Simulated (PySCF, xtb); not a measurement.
Zn(Et) (C2H5Zn), SMILES C[CH2][Zn+], charge +1.

Harmonic wavenumbers (cm⁻¹) from GFN2-xTB in xtb at its own minimum, in rising order: 208, 255, 369, 681, 879, 895, 1052, 1112, 1166, 1328, 1356, 1364, 1431, 2888, 2922, 2944, 3007, 3021.

**Question.** What does PBE-D3(BJ)/def2-SVP in PySCF 2.14.0 give at its own minimum? (An estimate is asked for; the answer gives what the named calculation found.)

**Answer.** 213, 254, 408, 666, 876, 885, 1039, 1097, 1179, 1311, 1360, 1384, 1418, 2924, 3009, 3045, 3093, 3111. Paired by order, the mean absolute difference is 32 cm⁻¹ and the zero-point energies are 38.4 and 39.0 kcal/mol.
